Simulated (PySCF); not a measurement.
Li²⁺ (lithium, charge +2) across methods

1s1, 2S determinant. Calculation: PySCF 2.14, in an uncontracted even-tempered set (18 s from 0.25 bohr⁻², ratio 2.2; 7 p from 0.44 bohr⁻², ratio 2.4; 4 d from 1.3 bohr⁻², ratio 2.4; 3 f from 2 bohr⁻², ratio 2.4; 3 g from 3 bohr⁻², ratio 2.4); scalar relativity by spin-free X2C-1e.

```
method  E (hartree)  mean ε 1s α (eV)  Σ⟨r²⟩ (bohr²)   ⟨S²⟩
   UHF     -4.50054           -122.47         0.3332  0.750
   LDA      -4.4026           -102.00         0.3482  0.750
   PBE      -4.4879           -103.69         0.3419  0.750
r2SCAN      -4.5007           -105.62         0.3367  0.750
 TPSSh      -4.5007           -106.64         0.3368  0.750
PBEsol      -4.4505           -102.83         0.3440  0.750
  PBE0      -4.4924           -108.42         0.3395  0.750
```
